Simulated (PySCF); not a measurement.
# Basis and Hamiltonian dependence of the excitation energy of Be

Be [He] 2s2 (1S) → Be [He] 2s1 2p1 (3P). All values are computed (PySCF 2.14, energy differences of UHF-based or UKS calculations, no spin-orbit coupling). Values in eV.

```json
{"basis": "x2c-TZVPPall", "Hamiltonian": "spin-free X2C", "functions": "19", "UHF": "1.638", "PBE": "2.326", "PBE0": "2.303", "MP2 (valence)": "2.286", "CCSD(T) (valence)": "2.751", "CCSD(T) (valence and next inner shell)": "2.751"}
{"basis": "x2c-TZVPPall with one added diffuse shell of s type", "Hamiltonian": "spin-free X2C", "functions": "20", "UHF": "1.638", "PBE": "2.327", "PBE0": "2.303", "MP2 (valence)": "2.287", "CCSD(T) (valence)": "2.751", "CCSD(T) (valence and next inner shell)": "2.751"}
{"basis": "def2-TZVPPD", "Hamiltonian": "non-relativistic", "functions": "22", "UHF": "1.635", "PBE": "2.314", "PBE0": "2.296", "MP2 (valence)": "2.287", "CCSD(T) (valence)": "2.751", "CCSD(T) (valence and next inner shell)": "2.752"}
{"basis": "aug-cc-pCVDZ", "Hamiltonian": "non-relativistic", "functions": "27", "UHF": "1.630", "PBE": "2.321", "PBE0": "2.299", "MP2 (valence)": "2.280", "CCSD(T) (valence)": "2.731", "CCSD(T) (valence and next inner shell)": "2.733"}
{"basis": "x2c-QZVPPall", "Hamiltonian": "spin-free X2C", "functions": "36", "UHF": "1.618", "PBE": "2.307", "PBE0": "2.287", "MP2 (valence)": "2.317", "CCSD(T) (valence)": "2.732", "CCSD(T) (valence and next inner shell)": "2.719"}
{"basis": "def2-QZVPPD", "Hamiltonian": "non-relativistic", "functions": "36", "UHF": "1.616", "PBE": "2.305", "PBE0": "2.285", "MP2 (valence)": "2.307", "CCSD(T) (valence)": "2.725", "CCSD(T) (valence and next inner shell)": "2.725"}
{"basis": "cc-pVQZ", "Hamiltonian": "non-relativistic", "functions": "55", "UHF": "1.621", "PBE": "2.304", "PBE0": "2.286", "MP2 (valence)": "2.344", "CCSD(T) (valence)": "n/a", "CCSD(T) (valence and next inner shell)": "n/a"}
{"basis": "aug-cc-pVTZ with one added diffuse shell each of s, p, d, f type", "Hamiltonian": "non-relativistic", "functions": "62", "UHF": "1.619", "PBE": "2.308", "PBE0": "2.288", "MP2 (valence)": "2.317", "CCSD(T) (valence)": "2.729", "CCSD(T) (valence and next inner shell)": "n/a"}
{"basis": "aug-cc-pCVTZ-DK with one added diffuse shell each of s, p, d, f type", "Hamiltonian": "spin-free X2C", "functions": "75", "UHF": "1.620", "PBE": "2.310", "PBE0": "2.290", "MP2 (valence)": "2.327", "CCSD(T) (valence)": "2.733", "CCSD(T) (valence and next inner shell)": "2.734"}
{"basis": "dyall-av3z", "Hamiltonian": "non-relativistic", "functions": "76", "UHF": "1.615", "PBE": "2.302", "PBE0": "2.283", "MP2 (valence)": "2.333", "CCSD(T) (valence)": "2.733", "CCSD(T) (valence and next inner shell)": "n/a"}
{"basis": "dyall-acv3z", "Hamiltonian": "non-relativistic", "functions": "76", "UHF": "1.615", "PBE": "2.302", "PBE0": "2.283", "MP2 (valence)": "2.333", "CCSD(T) (valence)": "2.733", "CCSD(T) (valence and next inner shell)": "2.735"}
{"basis": "aug-cc-pVQZ with one added diffuse shell each of s, p, d, f, g type", "Hamiltonian": "non-relativistic", "functions": "105", "UHF": "1.615", "PBE": "2.303", "PBE0": "2.284", "MP2 (valence)": "2.341", "CCSD(T) (valence)": "n/a", "CCSD(T) (valence and next inner shell)": "n/a"}
{"basis": "aug-cc-pCVQZ", "Hamiltonian": "non-relativistic", "functions": "109", "UHF": "1.615", "PBE": "2.301", "PBE0": "2.282", "MP2 (valence)": "2.343", "CCSD(T) (valence)": "n/a", "CCSD(T) (valence and next inner shell)": "n/a"}
```

Estimate the row for aug-cc-pVQZ-DK (spin-free X2C, 80 functions).

From the rows with the same Hamiltonian and similar size; the calculation gives UHF 1.62; PBE 2.31; PBE0 2.29; MP2 (valence) 2.34; CCSD(T) (valence) 2.73 (eV).

Frozen in the all-electron rows: valence and next inner shell: nothing; valence: 1s2.

Reference for a calculation without spin-orbit coupling: 2.725 eV (measured, between term centres; NIST).
